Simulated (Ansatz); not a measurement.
A short molecular-dynamics run on [Ni(H2O)4]2+ (NiO₄H₈²⁺).

```yaml
crystal:
  periodic: [false, false, false]
  atoms:
    - {symbol: Ni, position_ang: [0.154374, -0.229355, -0.099394]}
    - {symbol: O, position_ang: [0.449638, -0.291975, 1.835910]}
    - {symbol: H, position_ang: [1.085989, 0.269450, 2.332765]}
    - {symbol: H, position_ang: [-0.166755, -0.679540, 2.496720]}
    - {symbol: O, position_ang: [1.836280, 0.536461, -0.806027]}
    - {symbol: H, position_ang: [1.915913, 1.448154, -1.163178]}
    - {symbol: H, position_ang: [2.745920, 0.168994, -0.747876]}
    - {symbol: O, position_ang: [-0.920565, 1.314539, -0.784047]}
    - {symbol: H, position_ang: [-1.417188, 1.949978, -0.223466]}
    - {symbol: H, position_ang: [-1.317537, 1.359126, -1.682098]}
    - {symbol: O, position_ang: [-1.186627, -1.664066, -0.372099]}
    - {symbol: H, position_ang: [-2.152376, -1.552175, -0.509381]}
    - {symbol: H, position_ang: [-1.027065, -2.629592, -0.277828]}
basis:
  gaussian: {orbitals: def2-SVP}
total_charge: 2
magnetization: {spin_polarized: true, initial_magnetization: 2}
hamiltonian: {xc: {name: revPBE}, dispersion: d3bjatm}
md: {timestep: 1 fs, n_steps: 20, ensemble: nve, temperature: 300, initial_velocities: maxwell_boltzmann, seed: 851}
scf: {omitted_lower_state_checks: [starts]}
```

```sh
$ ansatz run in.yaml --threads 4 --pin off --events-out ev --progress --plain --max-ram 8704MiB
```

```tsv
step	time (fs)	potential energy (eV)	kinetic (eV)	T (K)	conserved (eV)
0	0.0	-49330.2909	0.4266	300	-49329.8643
1	1.0	-49330.2593	0.3985	280	-49329.8609
2	2.0	-49330.2094	0.3522	248	-49329.8571
3	3.0	-49330.1959	0.3383	238	-49329.8576
4	4.0	-49330.2133	0.3522	248	-49329.8611
5	5.0	-49330.2101	0.3471	244	-49329.8630
6	6.0	-49330.1636	0.3048	214	-49329.8588
7	7.0	-49330.1337	0.2781	196	-49329.8556
8	8.0	-49330.1609	0.2998	211	-49329.8611
9	9.0	-49330.1736	0.3099	218	-49329.8637
10	10.0	-49330.1312	0.2711	191	-49329.8601
11	11.0	-49330.0818	0.2247	158	-49329.8571
12	12.0	-49330.0703	0.2123	149	-49329.8580
13	13.0	-49330.0838	0.2226	157	-49329.8612
14	14.0	-49330.0755	0.2128	150	-49329.8627
15	15.0	-49330.0280	0.1692	119	-49329.8588
16	16.0	-49329.9995	0.1442	101	-49329.8553
17	17.0	-49330.0352	0.1750	123	-49329.8602
18	18.0	-49330.0698	0.2064	145	-49329.8634
19	19.0	-49330.0551	0.1948	137	-49329.8602
20	20.0	-49330.0312	0.1739	122	-49329.8573
```

Velocities are drawn at the set temperature; a run this short doesn't reach equilibrium.

Frames (Å, forces in eV/Å):

```xyz
13
time=0.0 fs
Ni    0.154   -0.229   -0.099    0.039   -0.078   -0.062
O     0.450   -0.292    1.836    0.035   -0.006    0.210
H     1.086    0.269    2.333   -0.020   -0.012    0.002
H    -0.167   -0.680    2.497    0.016    0.016   -0.004
O     1.836    0.536   -0.806    0.176    0.080   -0.073
H     1.916    1.448   -1.163    0.015   -0.022    0.007
H     2.746    0.169   -0.748   -0.008    0.022   -0.002
O    -0.921    1.315   -0.784   -0.112    0.149   -0.066
H    -1.417    1.950   -0.223    0.000   -0.009   -0.025
H    -1.318    1.359   -1.682    0.003    0.007    0.037
O    -1.187   -1.664   -0.372   -0.136   -0.152   -0.030
H    -2.152   -1.552   -0.509    0.014   -0.012    0.005
H    -1.027   -2.630   -0.278   -0.020    0.016    0.001
13
time=1.0 fs
Ni    0.156   -0.229   -0.100    0.027   -0.132   -0.106
O     0.449   -0.287    1.835   -0.014   -0.073   -0.061
H     1.062    0.281    2.344    0.115    0.109    0.120
H    -0.169   -0.696    2.473   -0.094   -0.056    0.175
O     1.834    0.536   -0.808   -0.203    1.373   -0.486
H     1.924    1.486   -1.147   -0.013   -1.264    0.433
H     2.727    0.153   -0.736    0.422   -0.036   -0.019
O    -0.918    1.315   -0.782   -0.035    0.175    0.272
H    -1.408    1.942   -0.202    0.023   -0.061   -0.151
H    -1.323    1.359   -1.670   -0.119    0.052   -0.167
O    -1.191   -1.670   -0.371    0.204   -0.299    0.053
H    -2.146   -1.527   -0.527   -0.137   -0.134   -0.010
H    -1.037   -2.643   -0.271   -0.176    0.347   -0.053
13
time=2.0 fs
Ni    0.158   -0.229   -0.101    0.011   -0.183   -0.146
O     0.449   -0.281    1.833   -0.058   -0.122   -0.192
H     1.040    0.293    2.357    0.165    0.161    0.182
H    -0.173   -0.714    2.451   -0.122   -0.077    0.267
O     1.832    0.536   -0.810   -0.387    2.000   -0.630
H     1.932    1.513   -1.127   -0.019   -1.903    0.588
H     2.712    0.137   -0.724    0.639   -0.031   -0.033
O    -0.916    1.315   -0.779    0.027    0.173    0.487
H    -1.399    1.933   -0.182    0.021   -0.079   -0.244
H    -1.330    1.359   -1.660   -0.200    0.088   -0.281
O    -1.195   -1.676   -0.371    0.383   -0.280    0.105
H    -2.141   -1.504   -0.545   -0.176   -0.255   -0.011
H    -1.048   -2.653   -0.264   -0.285    0.507   -0.093
13
time=3.0 fs
Ni    0.160   -0.229   -0.101   -0.012   -0.229   -0.179
O     0.448   -0.276    1.832   -0.099   -0.148   -0.129
H     1.019    0.307    2.371    0.106    0.110    0.154
H    -0.177   -0.732    2.431   -0.042   -0.020    0.252
O     1.829    0.537   -0.813   -0.271    1.864   -0.532
H     1.940    1.520   -1.101    0.007   -1.897    0.520
H     2.703    0.120   -0.713    0.530    0.093   -0.067
O    -0.914    1.315   -0.776    0.049    0.131    0.482
H    -1.390    1.924   -0.165   -0.019   -0.044   -0.275
H    -1.338    1.360   -1.653   -0.200    0.110   -0.236
O    -1.199   -1.682   -0.370    0.380   -0.032    0.106
H    -2.138   -1.483   -0.563   -0.095   -0.376    0.013
H    -1.062   -2.658   -0.258   -0.334    0.436   -0.107
13
time=4.0 fs
Ni    0.162   -0.230   -0.102   -0.044   -0.272   -0.206
O     0.447   -0.271    1.831   -0.138   -0.155    0.079
H     0.999    0.321    2.387   -0.024   -0.021    0.046
H    -0.182   -0.751    2.414    0.110    0.100    0.167
O     1.827    0.540   -0.816    0.035    0.982   -0.241
H     1.948    1.510   -1.070    0.082   -1.228    0.281
H     2.699    0.104   -0.702    0.186    0.302   -0.124
O    -0.911    1.315   -0.773    0.026    0.056    0.275
H    -1.381    1.914   -0.150   -0.091    0.038   -0.243
H    -1.349    1.362   -1.648   -0.122    0.117   -0.055
O    -1.202   -1.689   -0.369    0.262    0.405    0.059
H    -2.136   -1.466   -0.581    0.044   -0.484    0.052
H    -1.079   -2.659   -0.253   -0.328    0.160   -0.091
13
time=5.0 fs
Ni    0.164   -0.230   -0.103   -0.082   -0.310   -0.227
O     0.446   -0.266    1.829   -0.171   -0.154    0.319
H     0.979    0.336    2.404   -0.158   -0.169   -0.091
H    -0.186   -0.768    2.398    0.262    0.229    0.077
O     1.824    0.543   -0.819    0.292   -0.516    0.160
H     1.956    1.488   -1.037    0.228    0.072   -0.063
H     2.697    0.092   -0.692   -0.177    0.496   -0.185
O    -0.909    1.316   -0.770   -0.024   -0.025   -0.013
H    -1.372    1.904   -0.137   -0.171    0.136   -0.170
H    -1.361    1.365   -1.643   -0.005    0.110    0.167
O    -1.206   -1.695   -0.368    0.140    0.891   -0.007
H    -2.133   -1.453   -0.599    0.152   -0.554    0.087
H    -1.099   -2.659   -0.249   -0.287   -0.207   -0.054
13
time=6.0 fs
Ni    0.166   -0.230   -0.104   -0.123   -0.344   -0.245
O     0.446   -0.261    1.828   -0.193   -0.153    0.482
H     0.957    0.349    2.419   -0.234   -0.269   -0.198
H    -0.187   -0.783    2.383    0.349    0.312    0.033
O     1.822    0.546   -0.822    0.343   -2.098    0.491
H     1.967    1.467   -1.004    0.416    1.569   -0.364
H     2.693    0.083   -0.684   -0.377    0.578   -0.221
O    -0.907    1.316   -0.766   -0.082   -0.072   -0.233
H    -1.366    1.896   -0.126   -0.227    0.210   -0.100
H    -1.372    1.370   -1.637    0.096    0.093    0.324
O    -1.209   -1.700   -0.367    0.107    1.214   -0.050
H    -2.129   -1.445   -0.615    0.161   -0.564    0.098
H    -1.122   -2.660   -0.246   -0.236   -0.476   -0.020
13
time=7.0 fs
Ni    0.168   -0.230   -0.104   -0.161   -0.375   -0.260
O     0.445   -0.256    1.827   -0.199   -0.159    0.506
H     0.933    0.359    2.433   -0.225   -0.278   -0.234
H    -0.185   -0.795    2.369    0.335    0.311    0.058
O     1.820    0.548   -0.825    0.253   -2.670    0.538
H     1.982    1.461   -0.975    0.488    2.216   -0.425
H     2.686    0.081   -0.679   -0.326    0.501   -0.213
O    -0.904    1.317   -0.763   -0.131   -0.056   -0.279
H    -1.361    1.890   -0.116   -0.233    0.227   -0.070
H    -1.383    1.375   -1.628    0.142    0.070    0.349
O    -1.213   -1.705   -0.367    0.187    1.202   -0.035
H    -2.123   -1.443   -0.631    0.055   -0.505    0.074
H    -1.147   -2.666   -0.243   -0.185   -0.484   -0.008
13
time=8.0 fs
Ni    0.169   -0.230   -0.105   -0.195   -0.403   -0.271
O     0.444   -0.252    1.827   -0.187   -0.172    0.388
H     0.907    0.367    2.444   -0.137   -0.189   -0.189
H    -0.180   -0.805    2.355    0.226    0.221    0.145
O     1.817    0.547   -0.827    0.186   -1.645    0.302
H     2.002    1.476   -0.949    0.293    1.410   -0.255
H     2.675    0.083   -0.675   -0.037    0.280   -0.158
O    -0.902    1.317   -0.760   -0.165    0.025   -0.129
H    -1.359    1.885   -0.107   -0.184    0.181   -0.093
H    -1.393    1.381   -1.615    0.118    0.044    0.230
O    -1.216   -1.709   -0.366    0.327    0.856    0.035
H    -2.117   -1.446   -0.646   -0.122   -0.392    0.019
H    -1.174   -2.677   -0.240   -0.123   -0.217   -0.024
13
time=10.0 fs
Ni    0.173   -0.231   -0.107   -0.256   -0.446   -0.281
O     0.441   -0.242    1.826   -0.148   -0.227   -0.008
H     0.852    0.379    2.462    0.122    0.139    0.026
H    -0.165   -0.818    2.332   -0.087   -0.077    0.350
O     1.814    0.545   -0.831    0.237    1.548   -0.134
H     2.045    1.532   -0.904   -0.421   -1.272    0.010
H     2.657    0.093   -0.671    0.664   -0.234   -0.011
O    -0.898    1.318   -0.754   -0.190    0.257    0.419
H    -1.359    1.882   -0.092   -0.011    0.018   -0.185
H    -1.409    1.393   -1.585   -0.041   -0.008   -0.213
O    -1.222   -1.716   -0.364    0.376   -0.058    0.157
H    -2.109   -1.462   -0.676   -0.332   -0.136   -0.073
H    -1.230   -2.701   -0.234    0.086    0.497   -0.057
13
time=11.0 fs
Ni    0.175   -0.232   -0.108   -0.289   -0.461   -0.280
O     0.440   -0.238    1.826   -0.156   -0.266   -0.068
H     0.826    0.386    2.471    0.194    0.244    0.075
H    -0.158   -0.826    2.325   -0.153   -0.153    0.368
O     1.812    0.545   -0.833    0.476    2.175   -0.136
H     2.063    1.547   -0.882   -0.643   -1.834   -0.004
H     2.656    0.096   -0.670    0.661   -0.302   -0.003
O    -0.896    1.318   -0.751   -0.222    0.339    0.552
H    -1.360    1.880   -0.086    0.051   -0.026   -0.179
H    -1.417    1.400   -1.572   -0.072   -0.041   -0.349
O    -1.224   -1.720   -0.363    0.166   -0.247    0.114
H    -2.110   -1.472   -0.692   -0.230   -0.047   -0.055
H    -1.258   -2.707   -0.232    0.218    0.620   -0.035
13
time=12.0 fs
Ni    0.176   -0.232   -0.109   -0.324   -0.473   -0.273
O     0.438   -0.234    1.825   -0.197   -0.303    0.059
H     0.801    0.395    2.481    0.191    0.239    0.019
H    -0.152   -0.834    2.322   -0.109   -0.119    0.297
O     1.811    0.547   -0.836    0.879    2.002   -0.025
H     2.074    1.545   -0.859   -0.716   -1.758   -0.064
H     2.662    0.095   -0.669    0.343   -0.206   -0.062
O    -0.894    1.319   -0.747   -0.297    0.376    0.479
H    -1.360    1.879   -0.083    0.070   -0.019   -0.114
H    -1.426    1.406   -1.563   -0.016   -0.083   -0.338
O    -1.227   -1.723   -0.362   -0.142   -0.173   -0.008
H    -2.113   -1.483   -0.708   -0.022    0.016    0.007
H    -1.284   -2.707   -0.231    0.341    0.501    0.023
13
time=13.0 fs
Ni    0.178   -0.233   -0.110   -0.363   -0.483   -0.263
O     0.437   -0.230    1.825   -0.258   -0.330    0.329
H     0.779    0.407    2.491    0.134    0.137   -0.126
H    -0.147   -0.844    2.322    0.012    0.003    0.166
O     1.810    0.549   -0.838    1.244    1.133    0.125
H     2.079    1.526   -0.838   -0.617   -1.054   -0.125
H     2.670    0.093   -0.668   -0.111   -0.041   -0.154
O    -0.893    1.320   -0.743   -0.404    0.374    0.241
H    -1.359    1.877   -0.080    0.051    0.029   -0.008
H    -1.435    1.411   -1.556    0.114   -0.129   -0.205
O    -1.229   -1.727   -0.361   -0.430    0.108   -0.168
H    -2.116   -1.493   -0.724    0.196    0.071    0.080
H    -1.306   -2.703   -0.229    0.433    0.182    0.108
13
time=14.0 fs
Ni    0.179   -0.234   -0.111   -0.403   -0.492   -0.253
O     0.435   -0.226    1.825   -0.315   -0.339    0.624
H     0.757    0.420    2.499    0.066   -0.001   -0.296
H    -0.143   -0.854    2.323    0.144    0.147    0.031
O     1.809    0.552   -0.840    1.339   -0.286    0.225
H     2.078    1.497   -0.817   -0.336    0.236   -0.143
H     2.678    0.090   -0.669   -0.482    0.089   -0.236
O    -0.892    1.321   -0.739   -0.507    0.349   -0.041
H    -1.358    1.876   -0.078    0.013    0.091    0.103
H    -1.443    1.415   -1.552    0.260   -0.170   -0.034
O    -1.232   -1.731   -0.360   -0.597    0.462   -0.311
H    -2.117   -1.503   -0.740    0.333    0.129    0.127
H    -1.324   -2.697   -0.226    0.487   -0.215    0.203
13
time=15.0 fs
Ni    0.181   -0.235   -0.113   -0.440   -0.501   -0.244
O     0.433   -0.222    1.825   -0.346   -0.333    0.824
H     0.737    0.433    2.505    0.023   -0.105   -0.419
H    -0.136   -0.862    2.324    0.223    0.243   -0.058
O     1.810    0.555   -0.843    1.119   -1.798    0.220
H     2.073    1.471   -0.798    0.034    1.712   -0.091
H     2.681    0.089   -0.672   -0.631    0.127   -0.277
O    -0.891    1.323   -0.735   -0.572    0.324   -0.235
H    -1.357    1.875   -0.075   -0.015    0.132    0.173
H    -1.449    1.417   -1.548    0.361   -0.193    0.089
O    -1.235   -1.734   -0.359   -0.605    0.709   -0.383
H    -2.115   -1.512   -0.754    0.340    0.189    0.126
H    -1.338   -2.692   -0.221    0.509   -0.507    0.275
13
time=16.0 fs
Ni    0.182   -0.236   -0.114   -0.471   -0.510   -0.236
O     0.431   -0.219    1.826   -0.337   -0.316    0.853
H     0.716    0.444    2.507    0.023   -0.128   -0.447
H    -0.128   -0.868    2.325    0.220    0.250   -0.073
O     1.811    0.557   -0.845    0.803   -2.424    0.144
H     2.069    1.460   -0.780    0.225    2.405   -0.021
H     2.678    0.088   -0.677   -0.511    0.062   -0.266
O    -0.890    1.324   -0.731   -0.580    0.318   -0.254
H    -1.356    1.876   -0.070   -0.015    0.128    0.173
H    -1.451    1.417   -1.543    0.376   -0.191    0.110
O    -1.239   -1.737   -0.359   -0.471    0.704   -0.351
H    -2.110   -1.519   -0.767    0.221    0.239    0.073
H    -1.346   -2.693   -0.214    0.515   -0.537    0.296
13
time=17.0 fs
Ni    0.184   -0.237   -0.115   -0.492   -0.519   -0.231
O     0.428   -0.216    1.827   -0.290   -0.295    0.700
H     0.696    0.455    2.504    0.062   -0.057   -0.371
H    -0.118   -0.872    2.325    0.138    0.162   -0.011
O     1.813    0.558   -0.847    0.586   -1.555    0.108
H     2.067    1.473   -0.762    0.071    1.680   -0.041
H     2.670    0.088   -0.685   -0.153   -0.081   -0.204
O    -0.890    1.326   -0.727   -0.525    0.331   -0.093
H    -1.355    1.878   -0.063    0.015    0.079    0.102
H    -1.450    1.416   -1.537    0.299   -0.165    0.021
O    -1.242   -1.739   -0.358   -0.249    0.450   -0.224
H    -2.103   -1.523   -0.780    0.029    0.259   -0.011
H    -1.350   -2.699   -0.204    0.508   -0.289    0.254
13
time=18.0 fs
Ni    0.185   -0.238   -0.116   -0.504   -0.527   -0.226
O     0.426   -0.213    1.829   -0.218   -0.280    0.418
H     0.676    0.465    2.498    0.122    0.083   -0.217
H    -0.106   -0.874    2.325    0.010    0.011    0.102
O     1.815    0.557   -0.848    0.395    0.098    0.154
H     2.065    1.502   -0.744   -0.227    0.192   -0.165
H     2.660    0.087   -0.696    0.317   -0.244   -0.118
O    -0.890    1.328   -0.724   -0.414    0.344    0.178
H    -1.354    1.881   -0.055    0.053    0.010   -0.008
H    -1.445    1.413   -1.531    0.159   -0.119   -0.139
O    -1.246   -1.741   -0.358   -0.014    0.101   -0.056
H    -2.095   -1.525   -0.792   -0.154    0.234   -0.088
H    -1.349   -2.708   -0.191    0.475    0.098    0.163
13
time=20.0 fs
Ni    0.187   -0.240   -0.119   -0.513   -0.533   -0.210
O     0.420   -0.207    1.833   -0.108   -0.285   -0.087
H     0.641    0.489    2.482    0.189    0.304    0.065
H    -0.084   -0.879    2.330   -0.159   -0.192    0.288
O     1.820    0.557   -0.852    0.153    2.055    0.333
H     2.054    1.553   -0.715   -0.444   -1.775   -0.402
H     2.654    0.078   -0.719    0.721   -0.239   -0.039
O    -0.890    1.333   -0.716   -0.156    0.278    0.553
H    -1.350    1.886   -0.041    0.049   -0.056   -0.169
H    -1.434    1.404   -1.524   -0.078   -0.015   -0.351
O    -1.254   -1.746   -0.358    0.248   -0.159    0.117
H    -2.086   -1.524   -0.820   -0.197    0.021   -0.061
H    -1.334   -2.719   -0.162    0.296    0.594   -0.035
```

It took 65 s on 4 threads of Intel Xeon Platinum 8259CL on a shared host.
